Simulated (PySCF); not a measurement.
Computed with PySCF with ωB97X-D3(BJ)/def2-TZVP // B3LYP-D3(BJ)/def2-TZVP. Gas-phase values, no solvent. One relaxed conformer stands for a flexible species; it need not be the lowest. Excitations are Tamm–Dancoff values on a coarser integration grid. The basis has no diffuse functions, so Rydberg states are missing or too high.

Reference species (SMILES): `SB(C)S` (S–B–S–H torsion -180°, S–B–S–H torsion 180°) (neutral, multiplicity 1).

```yaml
S1 oscillator strength: 0.000
HOMO: -9.70 eV
S1–T1 gap (TDA): 1.08 eV
```

Changed species: `B(C)(C)S` (C–B–S–H torsion 2°) (1 of 3 CH3 replaced by SH; the reference has 2 of 3 CH3 replaced by SH).

**Question.** Give the shifts of the S1 oscillator strength, HOMO and S1–T1 gap (TDA).

**Answer.** the S1 oscillator strength rises by 0.012, to 0.012; the HOMO falls by 0.53 eV, to -10.23 eV; the S1–T1 gap (TDA) goes up by 0.17 eV, to 1.25 eV.
